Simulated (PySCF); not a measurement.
## Reading a saddle point

A first-order saddle point of SiH₄SO₂, closed shell, PBE0-D4/def2-TZVP, with one imaginary mode of 1000i cm⁻¹:

```
8
angstrom
Si -0.1929 0.6341 0.4331
S -1.0820 -1.1557 -1.1656
H -1.5526 -0.1899 0.1767
O 0.1915 1.7868 -0.6507
O 1.2215 -0.0243 0.9530
H -0.7469 -2.1087 -0.2810
H 0.9789 1.6544 -1.1870
H 1.1822 -0.5967 1.7215
```

Program: PySCF 2.14 with density fitting (its default auxiliary sets; JK sets also for MP2 and CCSD(T)). Basis: def2-TZVPP and def2-QZVPP. Cores are frozen in the correlated methods. Extrapolation: Hartree–Fock as exp(−7.88 √X), correlation as X^−2.97.

(1) Which contacts change along the imaginary mode, and what lies on either side? (A judgement: the text doesn't fix the answer.)

(2) Which side is lower, and how far does the saddle lie above each? (To be estimated.)

T1 diagnostic: at most 0.015. The restricted Hartree–Fock reference is unstable towards an unrestricted one at one or more of these structures.

Answers

(1) The calculation gives: The step is SiH₄SO₂ ([OH][SiH]([OH])[SH]) → SiH₂O₂ ([OH][Si][OH]) + H₂S, with the molecules in contact on both sides. Shortening one way: S2–H3; lengthening the same way: Si1–S2, Si1–H3.
```tsv
pair	one side (Å)	saddle (Å)	other side (Å)
S2–H3	3.05	1.72	1.34
Si1–S2	2.13	2.56	3.23
Si1–H3	1.48	1.61	3.18
```

(2) The calculation gives: The side with Si1–S2, Si1–H3 short is lower by 45.46 kcal/mol; the saddle lies 69.02 kcal/mol above it and 23.56 kcal/mol above the other (CCSD(T) at an estimated basis limit (MP2 extrapolated from triple and quadruple zeta, plus CCSD(T) − MP2 in triple zeta); electronic energies).

Losses and insertions of silylenes and their heavier kin drive the gas-phase chemistry of silicon and germanium vapour deposition.

Labels in which every atom is bracketed show which atoms are joined, not bond orders.

For scale, one of the runs: CCSD(T)/def2-TZVPP, 202 basis functions, launched by `OMP_NUM_THREADS=4 python run.py`. The run took 11 min on 4 CPU threads of an Intel Xeon (shared host), with 2.7 GiB of host memory at its peak.
